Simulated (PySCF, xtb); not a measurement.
C₄H₆ClF, SMILES CC/C(F)=C/Cl. Atoms are numbered in the order given.

```xyz
12

C      2.5896    -0.2337     1.0307
C      1.4970    -1.0805     0.3661
C      0.3423    -0.2631    -0.1146
F      0.6850     0.6700    -1.0157
C     -0.9282    -0.3845     0.2835
Cl    -2.2117     0.6112    -0.3190
H      2.9580     0.5383     0.3389
H      2.2035     0.2723     1.9294
H      3.4429    -0.8619     1.3279
H      1.9228    -1.6148    -0.5027
H      1.1210    -1.8488     1.0589
H     -1.2194    -1.1346     1.0181
```
Charge 0, spin multiplicity 1.

Coordinates come from a B3LYP-D3(BJ)/def2-SVP optimisation. The structure was generated by enumeration; whether it is a known compound was not checked. One conformer was computed; it need not be the lowest.

Method: C-PCM-M06-2X/def2-SVP (PySCF).

The values are the electrostatic part of the solvation free energy, E(continuum) − E(gas) at the gas-phase geometry, in a cavity of scaled van der Waals radii (PySCF's table); cavitation and dispersion terms are not included. In vacuum the orbital gap is 9.38 eV. The dipole moment in vacuum is 2.74 D.

Q: Estimate the values in water (ε = 78.36), chloroform (ε = 4.71), cyclohexanone (ε = 15.62). (An estimate is asked for; the answer gives what the named calculation found.)

A: 
| solvent | ε | ΔG(elec) (kcal/mol) | dipole (D) | gap (eV) |
|---|---|---|---|---|
| water | 78.36 | -3.2 | 3.47 | 9.49 |
| chloroform | 4.71 | -2.5 | 3.30 | 9.47 |
| cyclohexanone | 15.62 | -3.0 | 3.43 | 9.49 |

For comparison, GFN2-xTB/ALPB(water) (xtb, at the GFN2-xTB geometry, all terms of that model) gives -3.2 kcal/mol.
